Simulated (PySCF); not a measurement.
Two species compared at the same levels of theory.

First species: C₅H₆O₅.
Bonds: C1–C2, C2–O3 (double), C2–O4, O4–C5, C5–O6 (double), C5–C7, C7–O8, O8–C9, C9–O10 (double). Hydrogens: H11, H12, H13 on C1; H14, H15 on C7; H16 on C9.

Second species: C7H6O.
SMILES: `C#C/C=C(\C#C)OC`

Levels: PBE0/def2-SVPD for HOMO energy, LUMO energy, HOMO–LUMO gap and static isotropic polarisability; TDDFT PBE0/def2-SVPD for lowest singlet excitation; TDA PBE0/def2-SVPD for lowest triplet excitation (Tamm–Dancoff). Geometries: GFN2-xTB. Each species is one conformer at its optimised geometry, gas phase, non-relativistic unless stated. Electronic properties by PySCF.

The conformers computed, where there is a choice (atom-mapped SMILES and torsion angles):
- `[CH:1]#[C:2]/[CH:3]=[C:4](\[C:5]#[CH:6])[O:7][CH3:8]`: C3–C4–O7–C8 180°

The conformers of `CC(=O)OC(=O)COC=O` aren't listed.

(1) Which has the higher T1 energy?

(2) Which of the two has the higher LUMO energy, and by how much?

(3) Which of the two has the higher S1 energy, and by how much?

(4) Which of the two has the higher static isotropic polarisability, and by how much?

(5) Which of the two has the higher HOMO–LUMO gap, and by how much?

(6) Which of the two has the higher HOMO energy, and by how much?

## Answers

(1) The first: 4.53 eV against 2.56 eV, a difference of 1.97 eV.

(2) The first: -1.21 eV against -1.42 eV, a difference of 0.21 eV.

(3) The first: 5.02 eV against 4.48 eV, a difference of 0.54 eV.

(4) The second: 92.0 au against 75.4 au, a difference of 16.6 au.

(5) The first: 7.01 eV against 4.84 eV, a difference of 2.17 eV.

(6) The second: -6.26 eV against -8.22 eV, a difference of 1.96 eV.

On the first: In wavenumbers S1 is 40500 cm⁻¹ (1 eV = 8065.54 cm⁻¹). The vertical singlet–triplet gap S1 − T1 is 0.49 eV (TDDFT singlet less Tamm–Dancoff triplet; S1: HOMO→LUMO, weight 0.94; T1: HOMO→LUMO, weight 0.89).

On the second: No computed singlet falls in the visible range (750 to 380 nm, 1.65 to 3.26 eV); S1 lies 1.22 eV above its blue end. In wavenumbers S1 is 36100 cm⁻¹ (1 eV = 8065.54 cm⁻¹).
